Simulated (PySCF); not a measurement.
How methods differ on the excitation energy of Ge

Ge [Ar] 3d10 4s2 4p2 (3P) → Ge [Ar] 3d10 4s2 4p1 4d1 (high-spin determinant), as a difference of total energies. All numbers are calculated (PySCF 2.14, the spin-free X2C one-electron Hamiltonian (Gaussian nucleus), in x2c-TZVPPall with one added diffuse shell each of s, p, d type (7s6p5d1f, 57 functions)). Correlated levels: valence: [Ar] 3d10 frozen; valence and next inner shell: [Ne] frozen. The calculations carry no spin-orbit coupling.

```tsv
method	excitation energy (eV)
UHF	6.467
LDA	6.247
PBE	6.066
PBE0	6.261
r2SCAN	6.464
r2SCAN0	6.552
BLYP	5.971
PBEsol	6.131
B3LYP	6.169
MP2 (valence)	6.638
SCS-MP2 (valence)	6.590
MP2 (valence and next inner shell)	6.728
SCS-MP2 (valence and next inner shell)	6.649
```

Question: How much does correlation contribute at MP2 (valence and next inner shell)?

Answer: 6.728 − (6.467) = 0.261 eV, measured against UHF.

A first-order spin-orbit estimate (lowest level to lowest level, LS coupling) adds 0.018 eV.

The promoted electron is Rydberg-like, and one or two diffuse shells describe it only roughly, which tends to raise the upper state.

The determinant of the upper state mixes LS terms, which raises its energy above the lowest term, most at the Hartree-Fock and MP2 levels.
